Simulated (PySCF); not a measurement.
H6OSeSi2, SMILES [SiH3]O[Se][SiH3]. The structure is a stationary point at PBE0-D3(BJ)/def2-SVP. The structure was generated by enumeration, and PubChem lists no compound with its InChIKey, so it may never have been made. The values are those of a single conformer.

Computed equilibrium geometry at PBE0-D3(BJ)/def2-SVP (PySCF confirms it by a frequency run) as Cartesian coordinates in Å (one conformer of several):
```xyz
10

Se     0.1356     0.2080     0.9075
Si     1.6859     1.0701    -0.5384
H      2.7620     0.0741    -0.8041
H      2.2376     2.2679     0.1622
H      1.0341     1.4620    -1.8212
O     -0.3429    -1.1570    -0.2193
Si    -1.7805    -0.9820    -1.0779
H     -2.9445    -0.8477    -0.1520
H     -1.9066    -2.2242    -1.8902
H     -1.7245     0.2181    -1.9669
```
